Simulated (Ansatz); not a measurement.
Ge$_{3}$H$_{10}$Si$_{2}$ (`[SiH2]1[GeH2][SiH2][GeH2][GeH2]1`), 15 atoms. Total charge 0; spin multiplicity 1. Correlated methods include outer-core shells of Ge, which these sets cover unevenly. Scalar relativity is left out up to krypton. All runs use 3 threads of an AMD EPYC 7R13 on a shared host and a share of an NVIDIA H100 80 GB. Correlated methods freeze the cores. Open-shell runs search over several starts.

(1) How many basis functions does each run have, and how long does it take in Ansatz? UKS ωB97M-V/def2-TZVPP energy of the cation; RKS ωB97M-V/def2-SVP energy; UKS B2PLYP (frozen core)/def2-TZVPP energy of the cation; RKS SPW92/def2-TZVPP energy; RHF-CCSD(T)/def2-TZVPP energy; UKS PBE-D4/def2-TZVPP energy of the cation; UKS r2SCAN-D4/def2-TZVPP energy of the cation; UKS B3LYP-D4/def2-TZVPP energy of the cation; UHF-CCSD(T)/def2-TZVPP energy of the cation; RHF-MP2/def2-QZVPP energy; RKS HSE06-D4/def2-TZVPP energy; direct RPA on PBE orbitals/def2-TZVPP energy. (An estimate is asked.)

Results:

(1) The calculation gave: Other jobs shared the machine, so times are rough.

```
                                level                   job  functions  wall time  peak host memory (GiB)
                 RKS SPW92/def2-TZVPP                energy        368      1.6 s                    0.88
              RKS HSE06-D4/def2-TZVPP                energy        368      1.9 s                    0.93
                 RKS ωB97M-V/def2-SVP                energy        182      1.9 s                    0.93
direct RPA on PBE orbitals/def2-TZVPP                energy        368      2.3 s                     1.7
                   RHF-MP2/def2-QZVPP                energy        707        5 s                     1.4
              UKS B3LYP-D4/def2-TZVPP  energy of the cation        368      6.5 s                     1.1
                UKS PBE-D4/def2-TZVPP  energy of the cation        368        7 s                       1
             UKS r2SCAN-D4/def2-TZVPP  energy of the cation        368        8 s                     1.1
  UKS B2PLYP (frozen core)/def2-TZVPP  energy of the cation        368        8 s                     1.7
               UKS ωB97M-V/def2-TZVPP  energy of the cation        368        9 s                     1.3
               RHF-CCSD(T)/def2-TZVPP                energy        368        9 s                    0.87
               UHF-CCSD(T)/def2-TZVPP  energy of the cation        368    3.9 min                     1.7
```

B3LYP here is the variant with VWN-RPA as its local correlation; programs differ in this. HSE06 is defined as in plane-wave codes.
